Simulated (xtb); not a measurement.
Si(H)2(F)(vinyl) (C2H5FSi), SMILES C=C[SiH2]F. All values are semi-empirical tight-binding results from xtb (GFN2-xTB unless named), good for trends rather than for accurate numbers. Coordinates come from a GFN2-xTB optimisation. Other conformers were not sampled.

Optimised geometry:

Bonds (Å): Si1–F2 1.612, Si1–C3 1.877, Si1–H5 1.457, Si1–H6 1.457, C3–C4 1.325, C3–H7 1.084, C4–H8 1.080, C4–H9 1.078. Angles (°): F2–Si1–C3 107.6, F2–Si1–H5 104.7, F2–Si1–H6 104.7, C3–Si1–H5 112.5, C3–Si1–H6 112.4, H5–Si1–H6 114.0, Si1–C3–C4 124.4, Si1–C3–H7 117.2, C4–C3–H7 118.4, C3–C4–H8 122.7, C3–C4–H9 121.4, H8–C4–H9 115.9.

```yaml
point_group_as_xtb_finds_it: Cs
orbital_gap: 4.54 eV
dipole_moment: 1.83 D
zero_point_energy: 37.6 kcal/mol
G − E(el) at 298.15 K (modified RRHO): 19.5 kcal/mol
static polarisability (D4 model): 56.3 bohr³
solvation energy, GFN2-xTB/ALPB(water): 0.1 kcal/mol
solvation energy, GFN2-xTB/ALPB(toluene): -1.8 kcal/mol
```

Computed atomic charges and the Wiberg bond orders between heavy atoms:
charges (e) Si1 0.53, F2 -0.28, C3 -0.13, C4 -0.07, H5 -0.08, H6 -0.08, H7 0.02, H8 0.04, H9 0.04. Bond orders Si1–F2 1.08, Si1–C3 0.92, C3–C4 1.99.
